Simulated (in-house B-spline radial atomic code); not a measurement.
Ionisation energies with and without relativity, with size and susceptibility from the Dirac run. Dirac energy differences include first-order Breit, QED and recoil terms. NIST's values go from ground level to ground level; the uncertainty of those that are theory runs from under 0.1 % in few-electron ions to several per cent in heavy many-electron ones. Computed with an all-electron radial atomic-structure program (B-spline basis): non-relativistic Hartree-Fock and Dirac-Hartree-Fock, averages of the configuration (point nuclei without relativity, finite nuclei with it).

| ion | configuration | configuration after | ionisation non-relativistic (eV) | ionisation Dirac Breit and QED (eV) | tabulated value (eV) | radius at density 0.001 (bohr) | diamagnetic susceptibility (10⁻⁶ cm³/mol) |
| --- | --- | --- | --- | --- | --- | --- | --- |
| Lu2+ | [Xe] 4f14 6s1 | [Xe] 4f14 | 18.71 | 19.94 | 20.9594 | 4.128 | -34.173 |
| Hf2+ | [Xe] 4f14 5d2 | [Xe] 4f14 5d1 | 21.52 | 20.70 | 22.55 | 3.711 | -31.715 |
| Ta2+ | [Xe] 4f14 5d3 | [Xe] 4f14 5d2 | 23.22 | 22.34 | 23.1 | 3.74 | -32.55 |
| W2+ | [Xe] 4f14 5d4 | [Xe] 4f14 5d3 | 24.90 | 23.97 | 26 | 3.721 | -33.04 |
| Re2+ | [Xe] 4f14 5d5 | [Xe] 4f14 5d4 | ? | ? | ? | ? | ? |
| Os2+ | [Xe] 4f14 5d6 | [Xe] 4f14 5d5 | 28.25 | 27.20 | 25 | 3.631 | -33.394 |
| Ir2+ | [Xe] 4f14 5d7 | [Xe] 4f14 5d6 | ? | ? | ? | ? | ? |
| Pt2+ | [Xe] 4f14 5d8 | [Xe] 4f14 5d7 | 31.62 | 30.45 | 29 | 3.52 | -33.265 |

(1) Fill in the row of Re2+.

(2) Fill in the row of Ir2+.

## Answers

(1) ionisation non-relativistic (eV): 26.57; ionisation Dirac Breit and QED (eV): 25.59; tabulated value (eV): 27; radius at density 0.001 (bohr): 3.682; diamagnetic susceptibility (10⁻⁶ cm³/mol): -33.298.

(2) ionisation non-relativistic (eV): 29.93; ionisation Dirac Breit and QED (eV): 28.83; tabulated value (eV): 28; radius at density 0.001 (bohr): 3.577; diamagnetic susceptibility (10⁻⁶ cm³/mol): -33.373.
